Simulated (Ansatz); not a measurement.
Two isomers of C2H7NSi: A = `CC(=N)[SiH3]`, B = `C=C[SiH2]N`.

Gas-phase electronic energies from Ansatz, PBE0-D4/def2-TZVP geometries. CBS: MP2 limit from def2 TZ/QZ plus the TZ coupled-cluster correction, frozen cores. DFT in def2-TZVPP. B3LYP here is the variant with VWN-RPA as its local correlation; programs differ in this. Each species was taken in one conformer, which may not be the lowest.

A:

```xyz
11

C    -1.3003   -0.7702    0.3124
C     0.1296   -0.3344    0.4072
N     0.8799   -0.8778    1.2792
Si    0.7417    1.0112   -0.7875
H    -1.9722    0.0785    0.4750
H    -1.5068   -1.5434    1.0537
H    -1.5188   -1.1574   -0.6879
H     1.8276   -0.4992    1.2468
H     2.1755    1.2672   -0.4910
H    -0.0441    2.2619   -0.6101
H     0.5878    0.5636   -2.1978
```

B:

Z-matrix (Å, degrees):
```
Si
C 1 1.865
N 1 1.715 2 114.9
H 1 1.488 2 108.4 3 -120.8
H 1 1.488 2 108.4 3 120.8
C 2 1.330 1 123.1 3 0.1
H 2 1.091 1 118.8 3 -179.9
H 3 1.006 1 121.5 2 75.9
H 3 1.006 1 121.5 2 -76.3
H 6 1.087 2 122.6 1 180.0
H 6 1.087 2 121.2 1 -0.0
```

(1) Which isomer does CCSD(T)/CBS put lower? Give the gap. (An estimate is asked.)

(2) Give E(B) − E(A) in kJ/mol with CCSD(T)/def2-SVP, PBE-D4, BLYP-D4, MP2/def2-TZVPP, LDA (SPW92), PBE0-D4, B3LYP-D4. (An estimate is asked.)

(3) Does the order hold for the free energy at 298.15 K (harmonic terms from PBE0-D4)? (Estimate.)

Largest T1 diagnostic: 0.012.

Answers

(1) The calculation gave: B, by 95.4 kJ/mol.

(2) Ansatz gave: CCSD(T)/def2-SVP -61.7, PBE-D4 -76.6, BLYP-D4 -81.1, MP2/def2-TZVPP -95.8, LDA (SPW92) -80.7, PBE0-D4 -85.6, B3LYP-D4 -88.9. None reverses the order clearly.

(3) Computed: Yes: G(B) − G(A) = -91.9 kJ/mol, for one conformer each.

From r2SCAN to r2SCAN0 (25 % exact exchange), in def2-TZVPP and without D4, E(B) − E(A) moves by −6.0 kJ/mol. In def2-TZVPP, CCSD(T) changes the Hartree–Fock value by +10.4 kJ/mol (the triples alone add +3.1 kJ/mol) and MP2 by +4.1 kJ/mol.
